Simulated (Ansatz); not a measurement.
`F[CH2][InH][I]` + H–F → `F[CH2][InH][F]` + HI  (ligand exchange at the In–I bond)

Gas-phase electronic energies from Ansatz, PBE0-D4/def2-TZVP geometries. CCSD(T)/CBS is the MP2 limit (def2-TZVPP, def2-QZVPP) plus CCSD(T) − MP2 in def2-TZVPP, frozen cores. This one scheme is used for every species. Functionals use def2-TZVPP. B3LYP here is the variant with VWN-RPA as its local correlation; programs differ in this. HSE06 is defined as in plane-wave codes. Elements past krypton have def2 core potentials. For I, In outer-core shells are correlated without core-valence functions, which leaves a few kJ/mol of doubt a bond. One conformer a species, not always the lowest.

| level | ΔE (kJ/mol) | difference from CCSD(T)/CBS |
| --- | --- | --- |
| BLYP-D4 | 64.1 | -24.4 |
| PBE0-D4 | 87.9 | -0.6 |
| r2SCANh-D4 | 81.3 | -7.2 |
| HSE06-D4 | 89.0 | 0.5 |
| ωB97M-V | 77.8 | -10.7 |
| PBE | 72.4 | -16.1 |
| B3LYP | 69.4 | -19.1 |
| r2SCANh | 80.4 | -8.1 |
| r2SCAN0 | 86.8 | -1.7 |
| BHLYP | 79.0 | -9.5 |
| LC-ωPBE | 69.9 | -18.6 |
| MP2/def2-SVP | 81.7 | -6.8 |
| CCSD/def2-TZVPP | 82.4 | -6.1 |
| CCSD(T)/def2-TZVPP | 82.3 | -6.2 |
| MP2/def2-QZVPP | 96.2 | 7.7 |
| MP2/CBS(def2) | 99.7 | 11.2 |
| CCSD(T)/CBS | 88.5 | 0 |

Largest T1 diagnostic among the species: 0.015.

From PBE to PBE0 (25 % exact exchange), in def2-TZVPP and without D4, ΔE moves by +12.3 kJ/mol. Leaving LDA and LC-ωPBE aside and taking each functional with its dispersion term where it has one, the values, not all of them listed here, spread over 28.6 kJ/mol, from BLYP-D4 to PBE-QIDH. LDA lies +6.9 kJ/mol from PBE without D4. The D4 term adds +5.6 kJ/mol with B3LYP and +3.2 kJ/mol with PBE0; it sums over pairs of atoms, weighted by their polarisabilities, and B3LYP, whose exchange is more repulsive, gets the larger term.
